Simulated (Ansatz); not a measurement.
Geometry optimisation, UKS BLYP/def2-SVP (Ansatz).

The input (input.yaml):

```yaml
crystal:
  periodic: [false, false, false]
  atoms:
    - { symbol: O, position_ang: [1.3105, -0.3073, -1.2978] }
    - { symbol: C, position_ang: [0.6697, 0.0453, -0.0794] }
    - { symbol: Cl, position_ang: [1.46, -0.842, 1.2149] }
    - { symbol: B, position_ang: [-0.7821, -0.3656, -0.1156] }
    - { symbol: S, position_ang: [-2.205, 0.8979, 0.1497] }
    - { symbol: H, position_ang: [2.1655, 0.164, -1.2991] }
    - { symbol: H, position_ang: [0.59205, -0.6989, -1.8551] }
    - { symbol: H, position_ang: [-1.1136, -1.4865, -0.313] }
    - { symbol: H, position_ang: [-2.1889, 0.705, 1.5999] }
magnetization:
  spin_polarized: true
basis:
  gaussian: { orbitals: def2-SVP }
hamiltonian:
  xc: blyp
relax:
  f_tol: 0.02
  max_steps: 50
```

Command:

```bash
$ ansatz run input.yaml --threads 2 --pin off --max-ram 3072MiB --backend cpu --events-out ev --progress --plain --runs-dir out
```

Question: Where does it end, and by what steps?

Answer: The forces met the threshold. After 17 steps the energy has fallen by 3.232 eV; H8 moved furthest, 1.54 Å.

| step | energy less start (eV) | largest force component (eV/Å) | accepted |
| --- | --- | --- | --- |
| 0 | 0.0000 | 2.068 | yes |
| 1 | -0.7351 | 1.417 | yes |
| 2 | -1.2818 | 1.109 | yes |
| 3 | -1.7938 | 1.396 | yes |
| 4 | -2.3444 | 1.375 | yes |
| 5 | -2.7473 | 1.200 | yes |
| 6 | -2.9698 | 1.703 | yes |
| 7 | -3.1146 | 0.604 | yes |
| 8 | -3.1859 | 0.262 | yes |
| 9 | -3.2067 | 0.264 | yes |
| 10 | -3.2169 | 0.227 | yes |
| 11 | -3.2237 | 0.123 | yes |
| 12 | -3.2274 | 0.078 | yes |
| 13 | -3.2296 | 0.070 | yes |
| 14 | -3.2308 | 0.033 | yes |
| 15 | -3.2313 | 0.035 | yes |
| 16 | -3.2315 | 0.028 | yes |
| 17 | -3.2316 | 0.008 | yes |

```xyz
9
Properties=species:S:1:pos:R:3
O 1.473 -0.803 -1.065
C 0.492 -0.167 0.117
Cl 1.459 -0.014 1.538
B -0.894 -0.160 -0.330
S -2.396 0.334 0.622
H 1.901 -0.041 -1.521
H 0.758 -1.115 -1.677
H -1.110 -0.496 -1.493
H -1.775 0.574 1.814
```

Whether the end is a true minimum wasn't checked by a vibrational analysis.

The run took 55 s on 2 threads of Arm Neoverse V2 (shared host), peak memory 0.22 GiB.
